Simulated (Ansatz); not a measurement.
Geometry optimisation, RKS B3LYP-D4/def2-SVP (Ansatz).

Input file:

```yaml
crystal:
  periodic: [false, false, false]
  atoms:
    - { symbol: Ge, position_ang: [-0.421336, 1.3e-05, -0.41189] }
    - { symbol: F, position_ang: [0.036977, -0.001613, 2.447185] }
    - { symbol: H, position_ang: [1.002726, 0.000776, 0.151134] }
    - { symbol: H, position_ang: [-0.611552, 1.271827, -1.267356] }
    - { symbol: H, position_ang: [-0.611237, -1.272482, -1.266145] }
    - { symbol: H, position_ang: [-1.585306, 0.000669, 0.609281] }
    - { symbol: H, position_ang: [-0.880072, 0.00081, 2.331192] }
basis:
  gaussian: { orbitals: def2-SVP }
hamiltonian:
  xc: b3lyp
  dispersion: d4
relax:
  f_tol: 0.03
  max_steps: 50
```

Run as:

```bash
$ ansatz run input.yaml --threads 2 --pin off --max-ram 3072MiB --backend cpu --events-out ev --progress --plain --runs-dir out
```

Task: Where does it end, and by what steps?

Result: It converged. The force dipped under the threshold on the way, but the program's further checks kept it going. After 19 steps the energy has fallen by 0.172 eV; F2 moved furthest, 0.80 Å.

| step | energy less start (eV) | largest force component (eV/Å) | accepted |
| --- | --- | --- | --- |
| 0 | 0.0000 | 0.523 | yes |
| 1 | -0.0764 | 1.072 | yes |
| 2 | -0.0635 | 1.735 | no |
| 3 | -0.1010 | 0.322 | yes |
| 4 | -0.1107 | 0.463 | yes |
| 5 | -0.1154 | 0.038 | yes |
| 6 | -0.1157 | 0.002 | yes |
| 7 | -0.1158 | 0.031 | yes |
| 8 | -0.1158 | 0.006 | yes |
| 9 | -0.1159 | 0.007 | yes |
| 10 | -0.1166 | 0.030 | yes |
| 11 | -0.1035 | 1.016 | no |
| 12 | -0.1195 | 0.063 | yes |
| 13 | -0.1202 | 0.479 | yes |
| 14 | -0.1367 | 0.106 | yes |
| 15 | -0.1500 | 0.365 | yes |
| 16 | -0.1111 | 1.528 | no |
| 17 | -0.1603 | 0.161 | yes |
| 18 | -0.1670 | 0.263 | yes |
| 19 | -0.1722 | 0.028 | yes |

```xyz
7
Properties=species:S:1:pos:R:3
Ge -0.397 0.171 -0.453
F -0.178 -0.765 2.535
H 1.036 0.507 -0.020
H -0.736 0.895 -1.771
H -0.577 -1.344 -0.622
H -1.390 0.681 0.622
H -0.828 -0.146 2.302
```

Whether the end is a true minimum wasn't checked by a vibrational analysis.

Time of the run: 46 s on 2 threads of Intel(R) Xeon(R) Platinum 8259CL CPU @ 2.50GHz (Skylake/Cascade Lake) (shared host), peak memory 0.15 GiB.
